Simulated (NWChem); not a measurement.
System: silicon monosulfide (SiS, singlet); SMILES [Si]=S

```xyz
2

Si     0.0000     0.0000     1.0317
S      0.0000     0.0000    -0.8983
```
Atoms are numbered in this order, from 1.

All runs: NWChem. Geometry optimised at PBE0-D3(BJ)/def2-TZVP; all other runs use it. Pople sets run with spherical d functions. Low-valent species are run as closed-shell singlets; no triplet was tried in these runs.

```
quantity                                                             level       value
---------------------------------------------------  ---------------------  ----------
−ε(HOMO) (eV)                                                B3LYP/6-31+G*        7.90
orbital gap (eV)                                           r2SCAN/def2-SVP  (withheld)
solvation free energy (kcal/mol) in dichloromethane      PBE/def2-SVP, SMD  (withheld)
first 1s excitation (eV), S K edge, unshifted            PBE0/cc-pVTZ, TDA  (withheld)
vertical, lowest state with f > 0.02, singlet (eV)     B3LYP/def2-SVP, TDA        4.62
anisotropy (bohr³), static                               BHandHLYP/6-31+G*        36.7
dipole (D)                                           PBE0-D3(BJ)/def2-TZVP        1.73
highest harmonic frequency (cm⁻¹)                    PBE0-D3(BJ)/def2-TZVP  (withheld)
```

**Question.** What belongs in the gaps?

**Answer.** 
- orbital gap (eV), value: 4.21
- solvation free energy (kcal/mol) in dichloromethane, value: -3.2
- first 1s excitation (eV), S K edge, unshifted, value: 2418.5
- highest harmonic frequency (cm⁻¹), value: 767
